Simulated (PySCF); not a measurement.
**Correlation energy of Kr²⁺ (krypton, charge +2)**

[Ar] 3d10 4s2 4p4, high-spin 3P determinant. Computed with PySCF 2.14 in x2c-QZVPPall (11s8p5d4f1g, 97 functions), with scalar relativity by spin-free X2C-1e. Frozen: [Ar] 3d10; 6 electrons correlated.

| level | correlation energy (mhartree) |
| --- | --- |
| CCSD | -138.40 |
| (T) | -3.67 |
| CCSD(T) | -142.07 |

Diagnostics: T1 = 0.0065, D1 = 0.0202, largest double amplitude 0.044.

Cost of the coupled-cluster step: about 17 core-seconds, for 6 correlated electrons.
